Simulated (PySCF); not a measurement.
CH$_{6}$BN, singlet, geometry from GFN2-xTB; CASSCF(4,6)/6-31G (PySCF).

The PySCF input:
```python
from pyscf import gto, scf, mcscf, mp
import numpy

mol = gto.M(
    atom='''
B    -0.424003   -0.139544    0.333374
H    -1.240061   -0.487208    1.102521
C     1.105189   -0.503767    0.529679
H     1.246260   -1.582645    0.566940
H     1.478703   -0.116666    1.476203
H     1.746442   -0.116055   -0.259348
N    -0.825317    0.602448   -0.760326
H    -1.777931    0.868168   -0.945213
H    -0.187315    0.937588   -1.463762
''',
    basis='6-31g',
    charge=0,
    spin=0,
    verbose=4,
)

mf = scf.RHF(mol)
mf.kernel()
mc = mcscf.CASSCF(mf, 6, 4)
mc.fix_spin_(ss=0.0)
noons, natorbs = mcscf.addons.make_natural_orbitals(mp.MP2(mf).run())
mc.kernel(natorbs)
occ = numpy.linalg.eigvalsh(mc.fcisolver.make_rdm1(mc.ci, mc.ncas, mc.nelecas))[::-1]
ss = mc.fcisolver.spin_square(mc.ci, mc.ncas, mc.nelecas)[0]
print('natural occupations', occ.round(4), ' <S^2>', round(ss, 4))
```

What the program printed (banner, timings and long lists left out):

```
PySCF version 2.14.0

[INPUT] verbose = 4
[INPUT] num. atoms = 9
[INPUT] num. electrons = 24
[INPUT] charge = 0
[INPUT] spin (= nelec alpha-beta = 2S) = 0
[INPUT] symmetry False subgroup None
[INPUT] Mole.unit = angstrom
[INPUT] Symbol           X                Y                Z      unit          X                Y                Z       unit  Magmom
[INPUT]  1 B     -0.424003000000  -0.139544000000   0.333374000000 AA   -0.801249545994  -0.263699942326   0.629985557051 Bohr   0.0
[INPUT]  2 H     -1.240061000000  -0.487208000000   1.102521000000 AA   -2.343375667754  -0.920689685697   2.083462736582 Bohr   0.0
[INPUT]  3 C      1.105189000000  -0.503767000000   0.529679000000 AA    2.088504525882  -0.951981660594   1.000948243933 Bohr   0.0
[INPUT]  4 H      1.246260000000  -1.582645000000   0.566940000000 AA    2.355090080000  -2.990765602412   1.071361329061 Bohr   0.0
[INPUT]  5 H      1.478703000000  -0.116666000000   1.476203000000 AA    2.794343689573  -0.220466788049   2.789619374261 Bohr   0.0
[INPUT]  6 H      1.746442000000  -0.116055000000  -0.259348000000 AA    3.300297072438  -0.219312165386  -0.490096690954 Bohr   0.0
[INPUT]  7 N     -0.825317000000   0.602448000000  -0.760326000000 AA   -1.559623095948   1.138461724292  -1.436807905386 Bohr   0.0
[INPUT]  8 H     -1.777931000000   0.868168000000  -0.945213000000 AA   -3.359802658374   1.640599750111  -1.786193699379 Bohr   0.0
[INPUT]  9 H     -0.187315000000   0.937588000000  -1.463762000000 AA   -0.353974049023   1.771784537679  -2.766109291546 Bohr   0.0

nuclear repulsion = 68.2122764887728
number of shells = 27
number of NR pGTOs = 90
number of NR cGTOs = 39
basis = 6-31g
ecp = {}

******** <class 'pyscf.scf.hf.RHF'> ********
method = RHF
initial guess = minao
damping factor = 0
level_shift factor = 0
DIIS = <class 'pyscf.scf.diis.CDIIS'>
diis_start_cycle = 1
diis_space = 8
diis_damp = 0
SCF conv_tol = 1e-09
SCF conv_tol_grad = None
SCF max_cycles = 50
direct_scf = True
direct_scf_tol = 1e-13
Set gradient conv threshold to 3.16228e-05
Initial guess from minao.
init E= -120.805634160935
  HOMO = -0.333257387900533  LUMO = 0.0878761526161962  gap/eV = 11.45963
cycle= 1 E= -120.471215434781  delta_E= 0.334  |g|= 0.271  |ddm|= 2.35
  HOMO = -0.413933489865647  LUMO = 0.196857544211202  gap/eV = 16.62047
cycle= 2 E= -120.497647283356  delta_E= -0.0264  |g|= 0.0693  |ddm|= 0.347
  HOMO = -0.436414370596122  LUMO = 0.188319727089072  gap/eV = 16.99988
cycle= 3 E= -120.499413247953  delta_E= -0.00177  |g|= 0.0321  |ddm|= 0.114
  HOMO = -0.424795222828258  LUMO = 0.192567363286828  gap/eV = 16.79929
cycle= 4 E= -120.499671373638  delta_E= -0.000258  |g|= 0.00372  |ddm|= 0.0303
  HOMO = -0.425244832543393  LUMO = 0.193253369105094  gap/eV = 16.83019
cycle= 5 E= -120.499677925417  delta_E= -6.55e-06  |g|= 0.00126  |ddm|= 0.00753
  HOMO = -0.425301373348048  LUMO = 0.193042727757491  gap/eV = 16.82600
cycle= 6 E= -120.499678574935  delta_E= -6.5e-07  |g|= 0.000274  |ddm|= 0.00226
  HOMO = -0.425321426979266  LUMO = 0.193013687628601  gap/eV = 16.82576
cycle= 7 E= -120.499678624136  delta_E= -4.92e-08  |g|= 9.02e-05  |ddm|= 0.000591
  HOMO = -0.425307226822618  LUMO = 0.193032926071843  gap/eV = 16.82589
cycle= 8 E= -120.499678629957  delta_E= -5.82e-09  |g|= 2.23e-05  |ddm|= 0.000196
  HOMO = -0.42531047540104  LUMO = 0.193029374861017  gap/eV = 16.82588
cycle= 9 E= -120.499678630334  delta_E= -3.77e-10  |g|= 4.33e-06  |ddm|= 4.9e-05
  HOMO = -0.425310726387402  LUMO = 0.193029104644917  gap/eV = 16.82588
Extra cycle  E= -120.499678630346  delta_E= -1.19e-11  |g|= 1.81e-06  |ddm|= 6.8e-06
converged SCF energy = -120.499678630346

******** <class 'pyscf.mp.mp2.RMP2'> ********
nocc = 12, nmo = 39
E(RMP2) = -120.756663793701  E_corr = -0.256985163355334
E(SCS-RMP2) = -120.761179819707  E_corr = -0.261501189360682
E_corr(same-spin) = -0.0540934692296761
E_corr(oppo-spin) = -0.202891694125658

******** <class 'pyscf.mcscf.mc1step.CASSCF'> ********
CAS (2e+2e, 6o), ncore = 10, nvir = 23
max_cycle_macro = 50
max_cycle_micro = 4
conv_tol = 1e-07
conv_tol_grad = None
orbital rotation max_stepsize = 0.02
orbital rotation threshold for CI restart = 0.01
augmented hessian ah_max_cycle = 30
augmented hessian ah_conv_tol = 1e-12
augmented hessian ah_linear dependence = 1e-14
augmented hessian ah_level shift = 1e-08
augmented hessian ah_start_tol = 2.5
augmented hessian ah_start_cycle = 3
augmented hessian ah_grad_trust_region = 3
kf_trust_region = 3
kf_interval = 4
ci_response_space = 4
ci_grad_trust_region = 3
with_dep4 0
natorb = False
canonicalization = True
sorting_mo_energy = False
ao2mo_level = 2
internal_rotation = False
******** <class 'pyscf.fci.addons.SpinPenaltyFCISolver'> ********
max. cycles = 50
conv_tol = 1e-08
davidson only = True
linear dependence = 1e-12
level shift = 0.001
max iter space = 12
nroots = 1
pspace_size = 400
spin = None
CASCI E = -120.524639649333  S^2 = 0.0000000
Set conv_tol_grad to 0.000316228
macro iter   1 ( 21 JK    4 micro), CASSCF E = -120.534044820863  dE = -9.40517153e-03  S^2 = 0.0000000
               |grad[o]|=0.032  |grad[c]|=0.0317  |ddm|=0.0211  |maxRot[o]|=0.259
macro iter   2 ( 21 JK    4 micro), CASSCF E = -120.540511888890  dE = -6.46706803e-03  S^2 = 0.0000000
               |grad[o]|=0.0211  |grad[c]|=0.0386  |ddm|=0.0266  |maxRot[o]|=0.198
macro iter   3 ( 21 JK    4 micro), CASSCF E = -120.542223693568  dE = -1.71180468e-03  S^2 = 0.0000000
               |grad[o]|=0.0112  |grad[c]|=0.00908  |ddm|=0.00345  |maxRot[o]|=0.288
macro iter   4 ( 21 JK    4 micro), CASSCF E = -120.542974005681  dE = -7.50312113e-04  S^2 = 0.0000000
               |grad[o]|=0.00508  |grad[c]|=0.00638  |ddm|=0.00334  |maxRot[o]|=0.303
macro iter   5 ( 19 JK    4 micro), CASSCF E = -120.543243117519  dE = -2.69111838e-04  S^2 = 0.0000000
               |grad[o]|=0.00279  |grad[c]|=0.00501  |ddm|=0.0028  |maxRot[o]|= 0.25
macro iter   6 ( 14 JK    3 micro), CASSCF E = -120.543247548947  dE = -4.43142773e-06  S^2 = 0.0000000
               |grad[o]|=0.000646  |grad[c]|=0.000138  |ddm|=0.000342  |maxRot[o]|=0.0292
macro iter   7 (  3 JK    1 micro), CASSCF E = -120.543247554583  dE = -5.63599656e-09  S^2 = 0.0000000
               |grad[o]|=3.04e-05  |grad[c]|=4.96e-05  |ddm|=2.84e-05  |maxRot[o]|=0.000509
1-step CASSCF converged in   7 macro (120 JK  24 micro) steps
CASSCF canonicalization
Density matrix diagonal elements [1.98245251 1.97317496 0.02622999 0.00659169 0.00915451 0.00239634]
CASSCF energy = -120.543247554583
CASCI E = -120.543247554583  E(CI) = -5.76315848152819  S^2 = 0.0000000
natural occupations [1.9825e+00 1.9738e+00 2.5600e-02 1.5700e-02 1.3000e-03 1.1000e-03]  <S^2> 0.0
```
